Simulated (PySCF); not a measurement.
# Radial density of Sn (tin, neutral)

TPSS, [Kr] 4d10 5s1 5p2 5d1, one real determinant (an excited configuration). Calculation: PySCF 2.14, in aug-cc-pwCVTZ-DK3; the spin-free X2C one-electron Hamiltonian (Gaussian nucleus).

| r (bohr) | 4πr²ρ (e/bohr) | 4πr²(ρα − ρβ) |
| --- | --- | --- |
| 0.0304 | 58.67 | 0.0125 |
| 0.0511 | 59.90 | 0.0328 |
| 0.0859 | 82.29 | 0.0413 |
| 0.145 | 61.16 | -0.0117 |
| 0.243 | 66.72 | 0.1012 |
| 0.409 | 37.02 | 0.0037 |
| 0.688 | 22.60 | 0.2268 |
| 1.16 | 13.80 | 0.0358 |
| 1.95 | 2.867 | 1.3512 |
| 3.27 | 0.9417 | 0.9107 |
| 5.51 | 0.2710 | 0.2710 |
| 9.26 | 0.03520 | 0.0352 |

Densities and radii are taken from the X2C orbitals without a picture-change correction, which distorts them close to the nucleus.

⟨L²⟩ = 7.88 against 12 for a pure F term, so this real determinant mixes terms. The outer electron is Rydberg-like, and this basis confines it to a smaller radius and binds it less than a complete one would.

**Question.** Where is the radial spin density 4πr²(ρα − ρβ) most negative, and why is it negative at all?

**Answer.** Around r = 0.145 bohr, down to -0.0117 e/bohr: exchange with the open shell polarises the paired shells in an unrestricted calculation.
